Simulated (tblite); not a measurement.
Parent: `[CH3:1][Si@@H:2]([OH:3])[SH:4]` with C1–Si2–O3–H 152°, C1–Si2–S4–H 56°, CH6OSSi.

Computed geometry: GFN2-xTB, gas phase. One conformer each, not checked by frequencies here.

| coordinate of the parent | value |
| --- | --- |
| C1–Si2 | 1.889 Å |
| Si2–O3 | 1.618 Å |
| Si2–S4 | 2.166 Å |
| C1–Si2–O3 | 107.2° |
| C1–Si2–S4 | 111.5° |
| O3–Si2–S4 | 106.9° |

How does the shared frame change in `[CH3:1][Si:2]([OH:3])([OH:4])[SH:5]` with C1–Si2–O3–H -160°, C1–Si2–O4–H -75°, C1–Si2–S5–H -63°, CH6O2SSi? Atoms pair as C1 = C1, Si2 = Si2, O3 = O3, S4 = S5 (parent first).

```
   parent   relative  value in the relative  change
   C1–Si2     C1–Si2                1.890 Å  +0.001
   Si2–O3     Si2–O3                1.617 Å  -0.001
   Si2–S4     Si2–S5                2.172 Å  +0.006
C1–Si2–O3  C1–Si2–O3                 106.6°    -0.6
C1–Si2–S4  C1–Si2–S5                 110.9°    -0.6
O3–Si2–S4  O3–Si2–S5                 110.9°    +4.0
```

Of the parent's bonds, Si2–S4 changes most (+0.006 Å). Bonds of the relative outside the shared frame: Si2–O4 1.625 Å.
